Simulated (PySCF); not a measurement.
## Tellurium: a sound run and one with changed settings

Sound run: Te⁺ [Kr] 4d10 5s2 5p3, Te²⁺ [Kr] 4d10 5s2 5p2. Calculation: PySCF 2.14, in cc-pVDZ-PP with ECP28MDF; scalar relativity through the core potential. The sound run starts from symmetry-adapted Hartree-Fock orbitals and uses a fine grid where one is needed.

Changed run: basis STO-3G, all-electron and non-relativistic. This setting is unsound on purpose.

| species | method | sound run (hartree) | changed run (hartree) | converged |
| --- | --- | --- | --- | --- |
| Te⁺ | UHF | -266.71437 | -6546.92308 | yes |
| Te⁺ | M06-2X | -267.60229 | -6549.16122 | yes |
| Te⁺ | MN15 | -267.03158 | -6545.07907 | yes |
| Te²⁺ | UHF | -266.03947 | -6546.27025 | yes |
| Te²⁺ | M06-2X | -266.91168 | -6548.48150 | yes |
| Te²⁺ | MN15 | -266.33859 | -6544.41230 | yes |

Ionisation energy of Te⁺:

```json
{"method": "UHF", "sound run (eV)": "18.365", "changed run (eV)": "17.764"}
{"method": "M06-2X", "sound run (eV)": "18.792", "changed run (eV)": "18.496"}
{"method": "MN15", "sound run (eV)": "18.857", "changed run (eV)": "18.144"}
```

A minimal basis cannot let orbitals breathe on ionisation and holds almost no correlation. The Hamiltonian changed with the basis, so the totals do not compare.

For comparison, NIST gives 18.6 ± 0.4 eV between the lowest levels.
